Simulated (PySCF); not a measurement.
Correlation energy of Ne²⁺ (neon, charge +2)

[He] 2s2 2p4, high-spin 3P determinant. Computed with PySCF 2.14 in def2-TZVPPD, with the non-relativistic Hamiltonian (point nucleus). Frozen: 1s2; 6 electrons correlated.

MP2 pair energies summed by pair of shells (mhartree):

```csv
pair,energy,share (%)
2p-2p,-66.22,47.1
2s-2p,-64.85,46.1
2s-2s,-9.52,6.8
```

Total MP2 correlation energy: -140.59 mhartree.

Same-spin part -33.58 and opposite-spin part -107.01 mhartree; SCS-MP2 scales them by 1/3 and 6/5 to -139.60 mhartree.
